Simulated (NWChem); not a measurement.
Species: CH6AlN; SMILES [CH3][AlH][NH2]

```xyz
9

Al    -0.4784     0.0676     0.1454
H     -2.0179     0.2316     0.5151
C      0.4126    -1.6676     0.0082
H      0.3454    -2.2217     0.9600
H      1.4791    -1.5878    -0.2563
H     -0.0736    -2.3012    -0.7532
N      0.4204     1.5715    -0.1454
H      1.4026     1.6375    -0.3892
H      0.0198     2.5017    -0.0908
```
Atoms are numbered in this order, from 1.

Coordinates come from a PBE0/def2-SVP optimisation.

 Unshifted, non-relativistic core excitations; the lowest 4 roots alone, so stronger bands may lie above.

Problem. List the first N K-edge excitations from B3LYP/6-311G** (spherical d), restricted-window TDA (NWChem).

Solution. 
```csv
state,energy (eV),dipole oscillator strength,leading excitation (squared amplitude)
S1,386.6,0.0140,1s of atom 7 or its equivalents → LUMO (0.99)
S2,387.6,0.0001,1s of atom 7 or its equivalents → LUMO+1 (0.97)
S3,388.2,0.0038,1s of atom 7 or its equivalents → LUMO+2 (0.95)
S4,389.1,0.0149,1s of atom 7 or its equivalents → LUMO+3 (0.78)
```
